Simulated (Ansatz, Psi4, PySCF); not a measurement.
Molecule: H6SiN3O, net charge 0, doublet state. SMILES: N[Si](N)(N)[O]
Coordinates optimised at B3LYP-D3(BJ)/def2-TZVP (Ansatz, a first-principles code):
```
Si
O 1 1.6263
N 1 1.6975 2 110.25
H 3 1.0052 1 121.95 2 -17.57
H 3 1.0053 4 113.64 1 172.98
N 1 1.7085 2 121.49 3 126.24
H 6 1.0078 1 121.46 2 66.63
H 6 1.0079 7 110.90 1 147.51
N 1 1.7446 2 95.93 3 -119.91
H 9 1.0104 1 117.77 2 66.16
H 9 1.0108 10 110.26 1 143.43
```
Charge 0, spin multiplicity 2.

Property: size of the dipole moment, in D. Conventions: six Cartesian d functions in 6-31G* and its kin unless marked 5d; LANL2DZ with its own core potentials from Na on; spin-orbit terms left out; non-relativistic; 6-311+G** with 5d, 6d on Na to Ar in Ansatz; UHF or UKS for open shells; no dispersion term unless named. Ab initio and DFT rows: single points at B3LYP-D3(BJ) geometries (Ansatz).

```json
[
 {"level": "SVWN5/6-31G*", "program": "Ansatz", "size of the dipole moment (D)": "2.75"},
 {"level": "PBE/6-31G*", "program": "Ansatz", "size of the dipole moment (D)": "2.57"},
 {"level": "PBE/def2-SVP", "program": "Ansatz", "size of the dipole moment (D)": "2.56"},
 {"level": "PBE/6-311+G**", "program": "Ansatz", "size of the dipole moment (D)": "2.74"},
 {"level": "BLYP/6-31G*", "program": "Ansatz", "size of the dipole moment (D)": "2.58"},
 {"level": "BP86/6-31G* (5d)", "program": "PySCF", "size of the dipole moment (D)": "2.57"},
 {"level": "B3LYP/LANL2DZ", "program": "Ansatz", "size of the dipole moment (D)": "2.22"},
 {"level": "B3LYP/6-31G", "program": "Ansatz", "size of the dipole moment (D)": "2.18"},
 {"level": "B3LYP/6-31G*", "program": "Ansatz", "size of the dipole moment (D)": "2.13"},
 {"level": "B3LYP/6-31G**", "program": "Ansatz", "size of the dipole moment (D)": "2.14"},
 {"level": "B3LYP/def2-SVP", "program": "Ansatz", "size of the dipole moment (D)": "2.13"},
 {"level": "B3LYP/6-311+G**", "program": "Ansatz", "size of the dipole moment (D)": "2.29"},
 {"level": "M06-2X/6-311+G**", "program": "PySCF", "size of the dipole moment (D)": "1.67"},
 {"level": "wB97X-D/6-31G*", "program": "Psi4", "size of the dipole moment (D)": "1.85"}
]
```

No value to compare with is used here. The 14 habitual levels span 1.67 (M06-2X/6-311+G**) to 2.75 D (SVWN5/6-31G*).

The levels are drawn from those run, B3LYP/6-31G* more often than the rest, none by its result; left out are runs that failed, that the program found above a lower state of the same kind, or whose <S^2> lies over 0.5 above the pure value.
